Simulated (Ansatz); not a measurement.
Frontier orbitals of AlCl3H5NSi (`[SiH3][NH2+][Al-]([Cl])([Cl])[Cl]`).

Total charge 0; spin multiplicity 1. The geometry is a stationary point of PBE0-D4/def2-TZVP. It is one conformer, not always the lowest. Basis def2-TZVPP, Ansatz.

```csv
functional,HOMO (eV),LUMO (eV),gap (eV)
PBE,-7.12,-1.83,5.29
BLYP,-6.93,-1.72,5.21
PBE0,-8.52,-1.00,7.52
HSE06 (plane-wave form),-8.12,-1.37,6.75
ωB97X-V,-10.94,0.95,11.89
ωB97M-V,-10.77,0.61,11.38
```

From PBE to PBE0 the HOMO moves by −1.40 eV and the LUMO by +0.83 eV, and with ωB97M-V by −3.65 and +2.44 eV, so the gap grows from 5.30 to 11.38 eV with exact exchange. A positive LUMO is unbound and depends on the basis.
